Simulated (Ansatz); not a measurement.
Reaction (formal loss of a carbene): `[CH3][SbH2]` → `[CH2]` (triplet) + stibine

Computed with Ansatz on PBE0-D4/def2-TZVP structures; ΔE is electronic, products minus reactants. CCSD(T)/CBS is the MP2 limit (def2-TZVPP, def2-QZVPP) plus CCSD(T) − MP2 in def2-TZVPP, frozen cores. This one scheme is used for every species. DFT in def2-TZVPP. Triplets are unrestricted, without spin–orbit coupling. Elements past krypton have def2 core potentials. For Sb outer-core shells are correlated without core-valence functions, which leaves a few kJ/mol of doubt a bond.

`[CH3][SbH2]`:

Cartesian coordinates in Å:
```
C -0.830 0.088 -0.254
Sb 0.930 -0.907 0.510
H -1.165 -0.434 -1.151
H -1.617 0.034 0.498
H -0.619 1.128 -0.491
H 1.335 0.363 1.582
H 1.966 -0.271 -0.694
```

`[CH2]` (triplet):

Z-matrix (Å, degrees):
```
C
H 1 1.079
H 1 1.079 2 134.9
```

`[SbH3]`:

Z-matrix (Å, degrees):
```
Sb
H 1 1.707
H 1 1.707 2 91.4
H 1 1.707 2 91.4 3 91.4
```

CCSD(T)/CBS gives +456.0 kJ/mol.

(1) Another level gave +452.2 kJ/mol. Which?
A. PBE-D4/def2-TZVPP
B. BLYP-D4/def2-TZVPP
C. ωB97M-V/def2-TZVPP
D. r2SCAN0-D4/def2-TZVPP

Largest T1 diagnostic among the species: 0.014.

## Answers

(1) C. ωB97M-V 452.2, r2SCAN0-D4 422.9, PBE-D4 456.6, BLYP-D4 444.6 kJ/mol.

At CCSD(T), def2-SVP lies −37.4 kJ/mol from the extrapolated value and def2-TZVPP −15.6 kJ/mol. From BLYP to BHLYP (50 % exact exchange), in def2-TZVPP and without D4, ΔE moves by −9.1 kJ/mol. Leaving LDA and LC-ωPBE aside and taking each functional with its dispersion term where it has one, the values, not all of them listed here, spread over 36.2 kJ/mol, from r2SCAN0-D4 to ωB97X-V. LDA lies +63.5 kJ/mol from PBE without D4.
